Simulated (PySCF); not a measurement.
`C=C[C@](C)(C=O)OC=O`, C₆H₈O₃

Molfile (atoms numbered from 1):
```
C6H8O3
     RDKit          3D

 17 16  0  0  0  0  0  0  0  0999 V2000
    1.9374   -1.4161    0.4453 C   0  0  0  0  0  0  0  0  0  0  0  0
    0.7613   -1.2760   -0.1363 C   0  0  0  0  0  0  0  0  0  0  0  0
   -0.0796   -0.0225   -0.1057 C   0  0  2  0  0  0  0  0  0  0  0  0
    0.7268    1.2709   -0.1507 C   0  0  0  0  0  0  0  0  0  0  0  0
   -0.8859   -0.1235    1.1910 C   0  0  0  0  0  0  0  0  0  0  0  0
   -0.5713    0.3966    2.2184 O   0  0  0  0  0  0  0  0  0  0  0  0
   -0.9658   -0.1033   -1.2456 O   0  0  0  0  0  0  0  0  0  0  0  0
   -2.0655    0.6180   -1.1886 C   0  0  0  0  0  0  0  0  0  0  0  0
   -2.4324    1.2872   -0.2670 O   0  0  0  0  0  0  0  0  0  0  0  0
    2.4093   -0.6234    0.9986 H   0  0  0  0  0  0  0  0  0  0  0  0
    2.4757   -2.3460    0.3882 H   0  0  0  0  0  0  0  0  0  0  0  0
    0.2999   -2.0907   -0.6761 H   0  0  0  0  0  0  0  0  0  0  0  0
    1.4138    1.2580   -0.9927 H   0  0  0  0  0  0  0  0  0  0  0  0
    0.0502    2.1175   -0.2425 H   0  0  0  0  0  0  0  0  0  0  0  0
    1.2788    1.3784    0.7779 H   0  0  0  0  0  0  0  0  0  0  0  0
   -1.7423   -0.8179    1.1126 H   0  0  0  0  0  0  0  0  0  0  0  0
   -2.6176    0.5046   -2.1368 H   0  0  0  0  0  0  0  0  0  0  0  0
  1  2  2  0
  2  3  1  0
  3  4  1  0
  3  5  1  0
  5  6  2  0
  3  7  1  6
  7  8  1  0
  8  9  2  0
  1 10  1  0
  1 11  1  0
  2 12  1  0
  4 13  1  0
  4 14  1  0
  4 15  1  0
  5 16  1  0
  8 17  1  0
M  END
```

The calculation used GIAO HF/def2-SVP magnetisability, non-relativistic, IEF-PCM benzene (PySCF). Geometry: GFN2-xTB.

Question: How diamagnetic is it, and how anisotropic?

Answer: Isotropic -1125 × 10⁻³⁰ J/T², or -67.8 × 10⁻⁶ cm³/mol; principal values -1273, -1146, -957 × 10⁻³⁰ J/T², anisotropy 276 × 10⁻³⁰ J/T² (root of half the summed squared differences of the principal values). The susceptibility is in cgs units.

Question: Split it along the inertial axes a, b, c into diamagnetic and paramagnetic parts about the centre of mass, with the quadrupole moment.

Answer: 
```csv
axis,χ (10⁻⁶ cm³/mol),diamagnetic (10⁻⁶ cm³/mol),paramagnetic (10⁻⁶ cm³/mol),summed x² of all electrons (Å²),quadrupole Θ (D Å)
a,-69.9,-568.1,498.2,179.0,+5.34
b,-62.8,-963.0,900.1,85.9,-12.24
c,-70.6,-1123.9,1053.4,48.0,+6.90
```
Anisotropies 2χaa − χbb − χcc = -6.5 and 2χbb − χaa − χcc = +14.9 × 10⁻⁶ cm³/mol. Θ is traceless in Buckingham's convention.
